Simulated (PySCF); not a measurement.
**S: excitation energy**

S [Ne] 3s2 3p4 (3P) → S [Ne] 3s1 3p4 3d1 (high-spin determinant), as a difference of total energies. Computed with PySCF 2.14 in x2c-QZVPPall with one added diffuse shell each of s, p, d, f type (10s7p5d3f1g, 86 functions), with the spin-free X2C one-electron Hamiltonian (Gaussian nucleus). Correlated levels: valence: [Ne] frozen; valence and next inner shell: 1s2 frozen. The calculations carry no spin-orbit coupling.

| method | excitation energy (eV) |
| --- | --- |
| UHF | 18.243 |
| LDA | 18.746 |
| PBE | 18.487 |
| PBE0 | 18.711 |
| r2SCAN | 18.308 |
| BP86 | 18.460 |
| B3LYP | 18.920 |
| wB97M-V | 19.278 |
| M06-2X | 19.152 |
| MP2 (valence) | 18.798 |
| SCS-MP2 (valence) | 19.019 |
| MP2 (valence and next inner shell) | 18.915 |
| SCS-MP2 (valence and next inner shell) | 19.107 |

Task: How much does correlation contribute at MP2 (valence and next inner shell)?

Result: 18.915 − (18.243) = 0.672 eV, measured against UHF.

The upper state lies above the first ionisation limit, where it may autoionise and the basis confines it.

The promoted electron is Rydberg-like, and one or two diffuse shells describe it only roughly, which tends to raise the upper state.

In the upper state the promoted electron has a positive orbital energy at LDA, PBE, r2SCAN, BP86, B3LYP, so the basis confines it.

The determinant of the upper state mixes LS terms, which raises its energy above the lowest term, most at the Hartree-Fock and MP2 levels.
